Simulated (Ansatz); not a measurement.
The cluster Si₁₂⁻. Total charge -1; quartet. Geometry PBE0-D4/def2-SVP; atoms count from 1.

```tsv
atom	x (Å)	y (Å)	z (Å)
Si1	0.3457	-0.7239	-3.0480
Si2	-2.3437	-1.3212	0.3633
Si3	-2.6196	1.7839	-1.3110
Si4	2.2316	-2.1651	0.8893
Si5	-1.3357	-0.1111	-1.4927
Si6	1.3195	-0.7935	-0.9488
Si7	0.8988	1.0257	0.5411
Si8	-0.7911	2.5751	0.0785
Si9	3.1847	0.0958	0.4471
Si10	-0.0941	-1.1381	0.9744
Si11	-2.3915	1.0384	0.9904
Si12	1.5954	-0.2660	2.5164
```

At PBE0-D4/def2-SVP a doublet of charge -1 lies 0.37 eV below the quartet, each at its own geometry. The structure comes from a short search, and lower isomers may exist.

Question: Estimate the Mulliken populations from the PBE0/def2-SVP orbitals of Ansatz.

Answer: 
```
atom  charge (e)  spin (α − β)
 Si1       -0.03          0.87
 Si2        0.01          0.13
 Si3       -0.01          0.44
 Si4        0.00          0.16
 Si5       -0.26          0.03
 Si6       -0.16          0.05
 Si7       -0.14          0.03
 Si8       -0.08          0.45
 Si9        0.01          0.05
Si10       -0.21          0.04
Si11       -0.15          0.71
Si12        0.02          0.05
```
Mulliken values and Mayer orders depend strongly on the basis.

Question: Where does the spin sit?

Answer: Summed by element: Si 3.00, of 3 unpaired in all. Largest on single atoms: Si1 0.87, Si11 0.71, Si8 0.45.

Question: And the Mayer bond orders between bonded heavy atoms (over 0.3)?

Answer: Si1–Si5 0.85 (2.37 Å); Si1–Si6 0.94 (2.32 Å); Si2–Si5 0.68 (2.43 Å); Si2–Si10 0.84 (2.34 Å); Si2–Si11 0.71 (2.44 Å); Si3–Si5 0.90 (2.30 Å); Si3–Si8 0.75 (2.43 Å); Si3–Si11 0.73 (2.43 Å); Si4–Si6 0.52 (2.47 Å); Si4–Si9 0.61 (2.49 Å); Si4–Si10 0.44 (2.54 Å); Si4–Si12 0.51 (2.58 Å); Si6–Si7 0.53 (2.39 Å); Si6–Si9 0.50 (2.49 Å); Si6–Si10 0.50 (2.41 Å); Si7–Si8 0.82 (2.34 Å); Si7–Si9 0.54 (2.47 Å); Si7–Si10 0.54 (2.42 Å); Si7–Si12 0.55 (2.46 Å); Si8–Si11 0.78 (2.40 Å); Si9–Si12 0.46 (2.63 Å); Si10–Si12 0.56 (2.45 Å).
